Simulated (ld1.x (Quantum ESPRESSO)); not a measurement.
# Transferability test, RRKJ potential for Ce (Z = 58)

ld1.x (Quantum ESPRESSO) 7.5 input, shortened:

```
&input
   title='Ce', zed=58., rel=2, dft='PW91', iswitch=3,
   config='[Xe] 4f1 5d1 6s0 6p0', rel_dist='average'
 /
 &inputp
   pseudotype=2, tm=.false., rho0=0.01, lloc=0,
   nlcc=.false.
 /
4
5P  2  1   6.00   0.00  3.05  3.05  0.0
5D  3  2   1.00   0.00  3.60  3.60  0.0
4F  4  3   1.00   0.00  1.85  1.85  0.0
5S  1  0   2.00   0.00  1.94  1.94  0.0
 &test
   configts(1)='4f1 5s2 5p6 5d1 6s0 6p0'
 /
```

Open shells are filled in proportion to 2j + 1 (rel_dist='average').

Energies are relative to the spin-unpolarised reference configuration 4f1 5s2 5p6 5d1 6s0 6p0; without spin polarisation the order of configurations can differ from experiment.

Q: Give the all-electron excitation energy and the error of the potential for: 4f1 5s2 5p6 5d1 6s2 6p0; 4f1 5s2 5p6 5d1 6s1 6p0; 4f1 5s2 5p6 5d0 6s0 6p0; 4f1 5s2 5p6 5d1 6s1.5 6p0; 4f1 5s2 5p6 5d1 6s1 6p1; 4f1 5s2 5p6 5d1 6s0 6p1; 4f1 5s2 5p6 5d1 6s0 6p2.

A:

```json
{"valence configuration": "4f1 5s2 5p6 5d1 6s2 6p0", "charge": "0", "ΔE all-electron (eV)": "-17.218", "error AE − PS (meV)": "+381"}
{"valence configuration": "4f1 5s2 5p6 5d1 6s1 6p0", "charge": "+1", "ΔE all-electron (eV)": "-11.106", "error AE − PS (meV)": "+263"}
{"valence configuration": "4f1 5s2 5p6 5d0 6s0 6p0", "charge": "+3", "ΔE all-electron (eV)": "19.239", "error AE − PS (meV)": "+45"}
{"valence configuration": "4f1 5s2 5p6 5d1 6s1.5 6p0", "charge": "+0.5", "ΔE all-electron (eV)": "-14.755", "error AE − PS (meV)": "+335"}
{"valence configuration": "4f1 5s2 5p6 5d1 6s1 6p1", "charge": "0", "ΔE all-electron (eV)": "-14.759", "error AE − PS (meV)": "+227"}
{"valence configuration": "4f1 5s2 5p6 5d1 6s0 6p1", "charge": "+1", "ΔE all-electron (eV)": "-8.051", "error AE − PS (meV)": "+32"}
{"valence configuration": "4f1 5s2 5p6 5d1 6s0 6p2", "charge": "0", "ΔE all-electron (eV)": "-12.201", "error AE − PS (meV)": "+40"}
```

Levels in the configuration 4f1 5s2 5p6 5d0 6s0 6p0:

```
   level  all-electron (eV)  pseudo (eV)
4f j=5/2            -28.923      -28.717
4f j=7/2            -28.579      -28.375
5s j=1/2            -63.689      -63.546
5p j=1/2            -47.980      -47.861
5p j=3/2            -45.085      -44.981
```

ld1.x printed “convergence not achieved” for 7 of the counted tests; their residual had stalled under 1e-8, short of the target of 1e-14.

A Bessel basis up to 400 Ry misses an occupied level by 0.22 Ry, so cutoffs and ghosts were not judged.
